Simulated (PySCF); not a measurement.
Species: C₂H₃F₂, charge 0, multiplicity 2. It need not be the lowest isomer of its formula. 
Structure (B3LYP-D3(BJ)/def2-TZVP (Ansatz) minimum search):
```xyz
7

C     -1.3819    -0.1393    -0.0395
C      0.0723     0.0128    -0.2998
F      0.8379    -1.0163     0.0887
F      0.6175     1.1598     0.1282
H     -1.5758    -0.1785     1.0400
H     -1.7431    -1.0601    -0.4942
H     -1.9220     0.7061    -0.4621
```
Charge 0, spin multiplicity 2.

Dispersion corrections to the total energy (kcal/mol) from the dftd3 and dftd4 libraries through PySCF: D3(BJ) without and D4 with the three-body term, each with the damping fitted for the functional named.

```
functional  D3(BJ)     D4
----------  ------  -----
TPSS         -2.40    ___
B3LYP        -3.30  -2.93
BLYP         -4.10  -4.26
revPBE         ___  -7.13
B2PLYP       -1.44  -1.27
r2SCAN       -0.50  -0.44
B2GP-PLYP    -0.99    ___
```

### Question
Complete the blanks.

### Answer

- TPSS, D4: -2.49
- revPBE, D3(BJ): -5.38
- B2GP-PLYP, D4: -0.73
